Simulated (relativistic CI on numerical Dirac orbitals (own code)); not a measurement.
**Hyperfine structure of Ni⁷⁺, mass number 61**

Calculated at this level of theory: Dirac-Coulomb-Breit CI, orbitals from a KLI potential per configuration, QED by a radiative potential, unscaled Slater integrals (own radial code, finite nucleus).

Configurations in the expansion (outside the closed core [Ne]): 3s2 3p6 3d3, 3s2 3p5 3d4, 3s2 3p6 3d2 4s, 3s 3p6 3d4, 3s2 3p6 3d2 4p, 3s2 3p6 3d2 4d, 3s2 3p6 3d 4s 4p, 3s2 3p6 3d2 4f, 3s2 3p6 3d2 5s, 3s2 3p6 3d2 5p, 3s2 3p6 3d 4p 4d, 3s2 3p6 3d 4s2, 3s2 3p6 4s2 4p, 3s2 3p6 4s2 4d, 3s2 3p6 4s2 4f, 3p6 3d5, 3p5 3d6, 3s2 3p6 3d 4p2, 3s2 3p6 4s 4p2, 3s2 3p6 4p3, 3s2 3p6 4p2 4d, 3s2 3p6 4p2 4f, 3s2 3p6 3d 4s 4d, 3s2 3p6 4s 4p 4d, 3s2 3p6 4s 4d2, 3s2 3p6 4s 4d 4f. Double excitations out of closed p, d and f shells are left out; levels of such configurations are missing from the list, as are those of other unlisted configurations, and high levels can miss mixing partners.

Nuclear spin I = 3/2, μ = -0.74965 μN, Q = 0.162 b (tables of Stone and Pyykkö). The electronic factors are computed for point nuclear moments, without core polarisation or the Bohr-Weisskopf and QED corrections.

| Level | E (eV) | A (MHz) | B (MHz) |
| --- | --- | --- | --- |
| 3s2 3p6 3d3 4F_3/2 | 0.0000 | -770.9 | -57.6 |
| 3s2 3p6 3d3 4F_5/2 | 0.1139 | -478.1 | -57.1 |
| 3s2 3p6 3d3 4F_7/2 | 0.2629 | -394.3 | -79.8 |
| 3s2 3p6 3d3 4F_9/2 | 0.4393 | -375.3 | -118 |
| 3s2 3p6 3d3 4P_1/2 | 3.2174 | 398.9 |  |
| 3s2 3p6 3d3 4P_3/2 | 3.2560 | -360.8 | -132 |
| 3s2 3p6 3d3 4P_5/2 | 3.4096 | -188 | 165 |
| 3s2 3p6 3d3 2G_7/2 | 3.4881 | -586.5 | 91.2 |

Levels with J = 0, under 50 % of one LS term, or S terms without an open s electron are left out. Small factors come from cancelling terms and can be off by tens of per cent or more.

At this charge configurations can still be misplaced by up to about 7 % of their energy. Terms inside the open d or f shell come out 10 to 20 % too wide with unscaled integrals. 14 of the 17 excited levels that our extract of the measured tables holds in this range could be paired (the sources list more); they are missed by 1979 cm⁻¹ on average and 4011 at most, and levels without a partner can miss by more. Some levels of the ground configuration have no partner and can miss by 10 % or more.

(1) Give the hyperfine levels of 3s2 3p6 3d3 4F_3/2 relative to its centre of gravity.

## Answers

(1) With K = F(F + 1) − I(I + 1) − J(J + 1), E = AK/2 + B[¾K(K + 1) − I(I + 1)J(J + 1)]/[2I(2I − 1)J(2J − 1)]: F = 0: 2819, F = 1: 2105, F = 2: 621.3, F = 3: -1749 MHz.

LS names give the leading component of a level, which can be under half, so a name can repeat, a term be missing and a line seem to break the LS rules.
